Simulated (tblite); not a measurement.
Species: C₃H₇PSi.
Structure used (GFN2-xTB), in Å, numbered top down from 1:
```
atom  x, y, z in Å
C1     2.407   -1.422   -0.573
C2     1.433   -0.858   -0.151
Si3   -0.060    0.052    0.467
C4    -1.632   -0.667   -0.328
P5     0.148    2.185   -0.231
H6     3.258   -1.923   -0.940
H7    -0.090   -0.098    1.933
H8    -1.759   -1.712   -0.068
H9    -1.585   -0.595   -1.412
H10   -2.518   -0.130   -0.001
H11   -0.794    2.684    0.653
H12    1.193    2.484    0.624
```

Method: GFN2-xTB as coded in tblite; computed harmonic values from a numerical Hessian at the method's own geometry, unscaled. Against measured fundamentals such values can be off by several per cent, at times by over 20. Modes of hydrogen on phosphorus and silicon can be 10 to 20 % off. One conformer, not necessarily the lowest.

Harmonic wavenumbers (cm⁻¹): 75.4, 87.9, 105.6, 125.8, 145.4, 263.0, 276.5, 457.5, 583.3, 614.4, 641.1, 676.9, 680.3, 685.2, 696.3, 766.1, 830.8, 831.3, 1149.7, 1367.0, 1478.5, 1481.6, 2141.2, 2201.6, 2293.6, 2382.4, 3032.2, 3036.2, 3049.5, 3350.1.

A = 3625, B = 2108, C = 1481 MHz; mass 102.005 u (most abundant isotopes); point group C1, symmetry number 1.

**Question.** Zero-point energy?

**Answer.** ½Σν̃ = 17753 cm⁻¹ = 50.76 kcal/mol.

**Question.** What is S at 500 K and 1 bar for an ideal gas of classical rigid rotors and harmonic oscillators?

**Answer.** Translation 42.37, rotation 29.28, vibration 38.59: S = 110.2 cal/(mol K).

**Question.** And Cp and H(500 K) − H(0)?

**Answer.** Cp = 40.74 cal/(mol K), of which vibrations give 32.79 (their classical limit is 30 R = 59.6); H(500 K) − H(0) = 13.48 kcal/mol without the zero-point energy, 9.51 from vibrations.

**Question.** How do the functions run with temperature in this model?

**Answer.** 
```csv
T (K),S (cal/(mol K)),Cp (cal/(mol K)),H − H(0) (kcal/mol),G − H(0) (kcal/mol),ln q(vib)
50,55.6,12.9,0.48,-2.30,0.30
100,66.1,17.6,1.25,-5.36,1.35
298.15,91.6,31.4,6.13,-21.19,5.77
373.15,99.1,35.4,8.63,-28.34,7.34
750,128.3,48.1,24.65,-71.54,14.32
1000,142.8,53.2,37.34,-105.49,18.25
```

q(vib) and H(0) count from the zero-point level.

**Question.** What must be added to the electronic energy to get the Gibbs energy at 500 K and 1 bar?

**Answer.** ZPE + [H(500 K) − H(0)] − T·S = 50.76 + 13.48 − 55.12 = 9.12 kcal/mol.

Hindered rotation and anharmonicity are outside this model. Other conformers, if any are populated, would add a mixing term that is left out. The structure is chiral; the term R ln 2 for an equal mix with its mirror image is left out.
